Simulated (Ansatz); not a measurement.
Cost and result for the atomization energy of CH5BInN (`[InH2][B]1CN1`) (9 atoms, 9 bonds).

| atom | x (Å) | y (Å) | z (Å) |
| --- | --- | --- | --- |
| In1 | -1.7618 | -0.6203 | -1.0722 |
| B2 | 0.1087 | -0.0334 | -0.0414 |
| C3 | 0.9024 | 0.6945 | 1.1231 |
| N4 | 1.4543 | -0.0606 | 0.0152 |
| H5 | -2.4948 | 0.3795 | -2.2781 |
| H6 | -2.6105 | -2.0736 | -0.6740 |
| H7 | 1.0496 | 1.7736 | 1.1102 |
| H8 | 0.9774 | 0.2480 | 2.1138 |
| H9 | 2.3747 | -0.3077 | -0.2968 |

Charge 0, multiplicity 1. Correlated methods include outer-core shells of In, which these sets cover unevenly. In takes the def2 core potential. The geometry is a stationary point of PBE0-D4/def2-TZVP. Program: Ansatz. All runs use 2 threads of an Arm Neoverse V2 on a shared host. Times are those of one run each, without the atoms' runs, and a repeat can differ threefold. Electronic energies, without spin–orbit coupling; frozen cores. CCSD(T)/CBS adds CCSD(T) − MP2 in def2-TZVPP to the MP2 limit, and its time is that of the two runs behind it. T1 = 0.015. With those shells the extrapolation isn't a true limit. HSE06 is the plane-wave form, built on full-range PBE exchange.

CCSD(T)/CBS is a level of theory with its own doubt, some kJ/mol a heavy atom from the limit and from the frozen cores, so smaller differences don't rank the functionals.

```tsv
level	functions	atomization (kcal/mol)	difference from CCSD(T)/CBS	per bond
CCSD(T)/CBS(def2)	–	686.6	0.0	0.0
CCSD(T)/def2-TZVPP	213	668.8	-17.8	-2.0
CAM-B3LYP-D4/def2-TZVPP	213	695.1	8.5	0.9
CCSD(T)/def2-SVP	93	650.0	-36.6	-4.1
BLYP-D4/def2-TZVPP	213	687.1	0.5	0.1
MP2/def2-QZVPP	403	687.2	0.6	0.1
PBE-QIDH/def2-TZVPP	213	686.5	-0.1	0.0
BHLYP-D4/def2-TZVPP	213	668.9	-17.7	-2.0
PBE-D4/def2-TZVPP (with forces)	213	707.0	20.4	2.3
HSE06-D4/def2-TZVPP	213	694.9	8.3	0.9
LDA (SPW92)/def2-TZVPP	213	800.9	114.3	12.7
ωB97M-V/def2-TZVPP (with forces)	213	695.2	8.6	1.0
PBE0-D4/def2-TZVPP	213	694.5	7.9	0.9
```

Question: Order the runs by time, with rough figures. (Estimate.)

Answer: The calculation gave: LDA (SPW92)/def2-TZVPP 1.4 s; PBE-D4/def2-TZVPP (with forces) 2.8 s; BLYP-D4/def2-TZVPP 2.8 s; PBE0-D4/def2-TZVPP 3.1 s; HSE06-D4/def2-TZVPP 3.5 s; BHLYP-D4/def2-TZVPP 3.5 s; CAM-B3LYP-D4/def2-TZVPP 3.9 s; CCSD(T)/def2-SVP 6 s; PBE-QIDH/def2-TZVPP 6.5 s; ωB97M-V/def2-TZVPP (with forces) 14 s; MP2/def2-QZVPP 19 s; CCSD(T)/def2-TZVPP 2.1 min; CCSD(T)/CBS(def2) 2.4 min.

At CCSD(T), def2-SVP lies −36.6 kcal/mol from the extrapolated value and def2-TZVPP −17.7 kcal/mol: correlation converges slowly with the basis, and small sets miss more of it in the bonded molecule than in its fragments. In def2-TZVPP, CCSD(T) changes the Hartree–Fock value by +187.2 kcal/mol (the triples alone add +11.8 kcal/mol) and MP2 by +195.0 kcal/mol; breaking electron pairs costs correlation energy, which Hartree–Fock lacks. The D4 term adds +5.9 kcal/mol with B3LYP and +3.1 kcal/mol with PBE0; it sums over pairs of atoms, weighted by their polarisabilities, and B3LYP, whose exchange is more repulsive, gets the larger term.

B3LYP here is the variant with VWN-RPA as its local correlation; programs differ in this.

Spin–orbit coupling would lower the free In atoms strongly, and the atomization energy with them, by more than many differences here.
